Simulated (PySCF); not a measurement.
The dipole of `COC(=O)C(=O)OC1CCC1` from its density and from atomic charges.

Coordinates (GFN2-xTB, Å) and charges (e) from the PBE0/pcSseg-1 density (PySCF):

```csv
atom,x,y,z,Mulliken,IAO,Hirshfeld,ESP-fitted
C1,4.538,0.010,-0.034,-0.0448,-0.2209,-0.0280,-0.1524
O2,3.230,-0.153,-0.573,-0.4385,-0.3070,-0.0886,-0.3752
C3,2.200,0.083,0.221,+0.4491,+0.4709,+0.1984,+0.7773
O4,2.255,0.416,1.374,-0.3798,-0.4346,-0.2475,-0.5189
C5,0.881,-0.138,-0.551,+0.4881,+0.4721,+0.1981,+0.4511
O6,0.831,-0.438,-1.713,-0.3799,-0.4342,-0.2476,-0.4759
O7,-0.144,0.056,0.256,-0.4322,-0.3083,-0.0822,-0.5888
C8,-1.465,-0.097,-0.260,-0.0259,+0.0711,+0.0528,+0.7923
C9,-2.357,-1.031,0.570,-0.1484,-0.2770,-0.0741,-0.3434
C10,-3.432,0.067,0.614,-0.2469,-0.2682,-0.0678,+0.0165
C11,-2.404,1.072,0.071,-0.1471,-0.2767,-0.0740,-0.3382
H12,4.968,0.932,-0.429,+0.1281,+0.1592,+0.0570,+0.1278
H13,4.493,0.058,1.055,+0.1361,+0.1630,+0.0452,+0.1094
H14,5.132,-0.842,-0.360,+0.1319,+0.1654,+0.0592,+0.1382
H15,-1.406,-0.347,-1.322,+0.1329,+0.1533,+0.0383,-0.0589
H16,-2.634,-1.971,0.099,+0.1335,+0.1420,+0.0432,+0.0673
H17,-1.914,-1.228,1.543,+0.1298,+0.1532,+0.0451,+0.1204
H18,-4.248,-0.116,-0.081,+0.1237,+0.1396,+0.0414,+0.0300
H19,-3.841,0.291,1.595,+0.1266,+0.1418,+0.0424,+0.0376
H20,-1.979,1.704,0.847,+0.1305,+0.1536,+0.0455,+0.1185
H21,-2.714,1.687,-0.770,+0.1333,+0.1419,+0.0432,+0.0653
```

Task: Compute μ = Σ q r for each scheme (1 e·Å = 4.803 D) and compare with the dipole of the full density.

Result: The full density gives (-0.22, 0.00, 0.28) D, 0.36 D in size; dipole vectors point from the negative to the positive end.

```tsv
scheme	μx	μy	μz	size (D)	share of the full size (%)	angle to the full dipole (°)
Mulliken	-1.04	0.09	0.68	1.25	347	20
IAO	-0.20	-0.01	0.30	0.36	101	4
Hirshfeld	-0.27	0.00	0.20	0.34	94	16
ESP-fitted	-0.21	0.01	0.33	0.39	109	5
```

Task: Which set comes closest?

Result: Length of the difference vector: IAO 0.03 D, ESP-fitted 0.05 D, Hirshfeld 0.10 D, Mulliken 0.92 D. Closest: IAO. The schemes that divide the density aren't constrained to reproduce the dipole.

Task: What is left for the Hirshfeld atoms' own dipoles?

Result: The shares of the density sum to the whole, so what Σ q r misses lies in dipoles about the nuclei. The atomic dipoles sum to (-0.22, 0.00, 0.28) − (-0.27, 0.00, 0.20) = (0.05, 0.00, 0.08) D, 0.10 D in size.

Task: With the origin at the mean of the coordinates, (0.000, 0.001, 0.103) Å, which are the largest single terms, by size, of the Hirshfeld dipole along the direction of the full one?

Result: O6 +2.32, C3 -1.19, O2 +1.07, C5 -1.01, H14 -1.00 D; all 21 atoms together +0.32 D. The single terms depend on the origin, their sum doesn't.

Task: Give the size of the full dipole in other units.

Result: 0.36 D = 0.141 au = 0.075 e·Å = 1.20 × 10⁻³⁰ C·m.

One conformer (not necessarily the lowest) at the GFN2-xTB geometry, without solvent, vibrations or thermal averaging. GFN2-xTB frequencies show an imaginary mode (22i cm⁻¹), so this geometry is no minimum at that level.

The run behind these numbers computed NMR shieldings as well. Hardware: one thread of an Intel Xeon Platinum 8488C (shared host). Cost: 51 s wall, 1.1 GiB resident at most.

Conformer computed: `[CH3:1][O:2][C:3](=[O:4])[C:5](=[O:6])[O:7][CH:8]1[CH2:9][CH2:10][CH2:11]1`: C1–O2–C3–O4 -1°, O2–C3–C5–O6 -2°, C3–C5–O7–C8 180°, C5–O7–C8–C9 128°.
